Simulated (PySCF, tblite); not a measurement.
Isomers of C5H12ClFSi2. All values are computed: GFN2-xTB (tblite) harmonic vibrations without scaling, gas phase. Against measured fundamentals such values can be off by several per cent, at times by over 20. Modes of hydrogen on silicon can be 10 to 20 % off. One conformer each.

Electronic energies: PBE0/pcSseg-1 single points on the GFN2-xTB geometries (PySCF, gas phase).

| SMILES | electronic energy, lowest = 0 (kJ/mol) |
| --- | --- |
| C=CC[SiH2][C@@](F)(Cl)C[SiH3] | 213.5 |
| CC(C)=C[SiH2][C@@H](F)[SiH2]Cl | 73.7 |
| CC(C)=C[SiH2][Si@@H](F)CCl | 0.0 |
| C=C(C)[SiH2][C@@](F)(Cl)C[SiH3] | 209.4 |

Q: How do GFN2-xTB zero-point energies change the relative energies?

A: 
```json
{"SMILES": "CC(C)=C[SiH2][Si@@H](F)CCl", "ZPE (kJ/mol)": "399.2", "of it from modes above 1550 cm⁻¹": "212.0", "electronic (kJ/mol)": "0.0", "with ZPE, lowest = 0 (kJ/mol)": "0.0", "lowest mode (cm⁻¹)": "2i", "rings": "0"}
{"SMILES": "CC(C)=C[SiH2][C@@H](F)[SiH2]Cl", "ZPE (kJ/mol)": "393.4", "of it from modes above 1550 cm⁻¹": "207.9", "electronic (kJ/mol)": "73.7", "with ZPE, lowest = 0 (kJ/mol)": "67.9", "lowest mode (cm⁻¹)": "22", "rings": "0"}
{"SMILES": "C=C(C)[SiH2][C@@](F)(Cl)C[SiH3]", "ZPE (kJ/mol)": "384.5", "of it from modes above 1550 cm⁻¹": "204.9", "electronic (kJ/mol)": "209.4", "with ZPE, lowest = 0 (kJ/mol)": "194.7", "lowest mode (cm⁻¹)": "14", "rings": "0"}
{"SMILES": "C=CC[SiH2][C@@](F)(Cl)C[SiH3]", "ZPE (kJ/mol)": "384.3", "of it from modes above 1550 cm⁻¹": "205.5", "electronic (kJ/mol)": "213.5", "with ZPE, lowest = 0 (kJ/mol)": "198.6", "lowest mode (cm⁻¹)": "32", "rings": "0"}
```

The zero-point energies span 14.9 kJ/mol, from `C=CC[SiH2][C@@](F)(Cl)C[SiH3]` to `CC(C)=C[SiH2][Si@@H](F)CCl`. Slightly imaginary modes are left out of the zero-point energy: `CC(C)=C[SiH2][Si@@H](F)CCl` 1.5i cm⁻¹. The order is unchanged.

Q: And how do the electronic energies of GFN2-xTB itself compare?

A: `CC(C)=C[SiH2][Si@@H](F)CCl` 0.0; `CC(C)=C[SiH2][C@@H](F)[SiH2]Cl` 37.2; `C=C(C)[SiH2][C@@](F)(Cl)C[SiH3]` 157.2; `C=CC[SiH2][C@@](F)(Cl)C[SiH3]` 163.2 kJ/mol, lowest = 0. Against the energies above, taken from the same isomer `CC(C)=C[SiH2][Si@@H](F)CCl`, the largest difference is 52.2 kJ/mol.
